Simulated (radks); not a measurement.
The barium ion Ba48+, configuration [He] 2s2 2p4.

Method: Dirac Kohn-Sham, BLYP, spin-unpolarised, spherical densities, finite nucleus; open shells fill j = l - 1/2 first; Fermi nuclear charge, rms radius 4.8378 fm; computed with a radial shooting solver on a logarithmic mesh with Libxc functionals.

Energy parts (eV):
total: -146952.32
kinetic: 160178.36
electron-nucleus: -315830.83
Hartree: 10903.76
exchange-correlation: -2203.61

Orbitals (lengths in bohr, moments of r in powers of bohr; <r^-3> diverges for s and p1/2; r(max) is where P^2 peaks; r(90%) holds 90 % of the orbital's charge):
orbital  occ.  eigenvalue (eV)  <r^-3>      <r>  r(90%)   r(max)
1s1/2       2        -41139.95       -  0.02553  0.0460  0.01641
2s1/2       2        -9366.739       -   0.1059   0.163  0.09135
2p1/2       2        -9122.376       -  0.08857   0.145  0.06943
2p3/2       2        -8709.413    6793  0.09410   0.152  0.07426

The highest occupied level is 2p3/2 at -8709.4 eV. Summed over all electrons, <r^2> = 0.06884 bohr^2, which gives a Langevin (diamagnetic) susceptibility term of -0.0545 x 10^-6 cm^3/mol. The density falls to 0.001 e/bohr^3 at r = 0.40 bohr. For comparison, the ionisation energy in NIST's Atomic Spectra Database is 8831 eV (theoretical). In exact Kohn-Sham theory the highest level is minus the ionisation energy, but local and semilocal functionals leave it too shallow, through self-interaction and a potential that decays too fast; potentials with the right tail come closer. The electron density at the nucleus is 3.169e+05 e/bohr^3.

Beside tabulated values, note that spin-unpolarised runs miss the spin-polarisation part of the exchange energy of open shells.
